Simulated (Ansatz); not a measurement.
Energy profile

The step: CH₄Sn ([CH3][SnH]) + H₂ → SnH₂ + CH₄; bonds formed: Sn1–H4, C2–H3; bonds broken: Sn1–C2, H3–H4 (atoms numbered as in the saddle structure below).

```
8
angstrom
Sn -1.4299 0.8263 0.3366
C 0.8920 0.1482 0.0357
H -0.3075 -0.7218 0.3864
H -1.2229 -1.0713 0.6956
H -1.7255 0.3316 -1.3385
H 1.1309 0.9603 -0.6521
H 1.2445 -0.7712 -0.4409
H 1.4187 0.2978 0.9772
```

Electronic energies by CCSD(T) at an estimated basis limit (MP2 extrapolated from triple and quadruple zeta, plus CCSD(T) − MP2 in triple zeta), on PBE0-D4/def2-TZVP structures; CH₆Sn, singlet; no counterpoise correction. Program: Ansatz 0.2.0. Basis: def2-TZVPP and def2-QZVPP. Cores are frozen in the correlated methods. Filled d shells of the heavier atoms are correlated. Core potentials replace the inner electrons of the atoms past krypton. The def2 sets are not built for correlating such inner shells, so the correlated values are less sure here. Extrapolation: Hartree–Fock as exp(−7.88 √X), correlation as X^−2.97.

Q: Give the profile in kcal/mol, counted from the separated reactants. (An estimate is asked for; the value comes from the calculation.)

A: By the calculation:
```
                                                                                           point  kcal/mol
separated: CH₄Sn (linked as [CH3][SnH]; Sn1, C2, H5, H6, H7, H8; singlet) + H₂ (H3, H4; singlet)      0.00
                                                                                 start structure     -2.89
                                                                                          saddle     21.32
                                                                                   end structure    -12.52
                      separated: SnH₂ (Sn1, H4, H5; singlet) + CH₄ (C2, H3, H6, H7, H8; singlet)     -8.64
```

The T1 diagnostic stays at or below 0.016. The restricted Hartree–Fock reference is unstable towards an unrestricted one at one or more of these structures.

For scale, one of the runs: CCSD(T)/def2-TZVPP, 165 basis functions, launched by `ansatz run in.yaml --threads 2 --pin off --events-out ev --progress --plain --max-ram 4352MiB`. Hardware: 2 CPU threads of an Arm Neoverse V2, shared host. Wall time 35 s; peak host memory 1.4 GiB.
